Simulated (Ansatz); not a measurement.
`N=[C](O)[GaH2]`, charge 0, multiplicity 1.

Q: Give a relaxed structure at PBE0-D4/def2-TZVP (Ansatz 0.2.0). (Estimate.)

A: The calculation gave: 
Cartesian coordinates in Å:
```
N -0.8045 -1.2147 0.6592
C -0.3880 -0.3598 -0.1795
O -0.8981 -0.3712 -1.4270
Ga 0.9873 1.0495 0.1606
H -0.3485 -1.1084 1.5602
H -1.5461 -1.0947 -1.4555
H 1.5672 1.0295 1.6180
H 1.4307 2.0698 -0.9359
```
Point group Cs.
